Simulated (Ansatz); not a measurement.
Gas-phase electronic energies from Ansatz, PBE0-D4/def2-TZVP geometries. CCSD(T)/CBS adds triple-zeta CCSD(T) − MP2 to the extrapolated MP2 energy (def2 sets, frozen cores). Functionals use def2-TZVPP. Each species was taken in one conformer, which may not be the lowest.

Consider the cleavage of the P–Si bond: `CC[SiH](O)P` + `N[SiH2]F` → `F[SiH2]NP` + `CC[SiH2]O`.

Problem. Is it downhill or uphill in electronic energy at CCSD(T)/CBS, and by how much? (An estimate is asked.)

Solution. Computed: Uphill: ΔE = +0.47 eV.

Problem. What do these levels give: PBE-D4, PBE0-D4, ωB97X-V, PBE, r2SCAN, PBE0, MP2/def2-TZVPP, SCS-MP2/def2-TZVPP, CCSD(T)/def2-TZVPP, HF/def2-QZVPP, SCS-MP2/def2-QZVPP, CCSD/CBS(def2)? (Estimate.)

Solution. Computed: PBE-D4 0.58, PBE0-D4 0.54, ωB97X-V 0.43, PBE 0.56, r2SCAN 0.52, PBE0 0.52, MP2/def2-TZVPP 0.45, SCS-MP2/def2-TZVPP 0.37, CCSD(T)/def2-TZVPP 0.45, HF/def2-QZVPP 0.22, SCS-MP2/def2-QZVPP 0.38, CCSD/CBS(def2) 0.43 eV.

Largest T1 diagnostic among the species: 0.012.

In def2-TZVPP, CCSD(T) changes the Hartree–Fock value by +0.21 eV (the triples alone add +0.03 eV) and MP2 by +0.21 eV. The D4 term adds +0.03 eV with B3LYP and +0.02 eV with PBE0; it sums over pairs of atoms, weighted by their polarisabilities, and B3LYP, whose exchange is more repulsive, gets the larger term.

B3LYP here is the variant with VWN-RPA as its local correlation; programs differ in this.
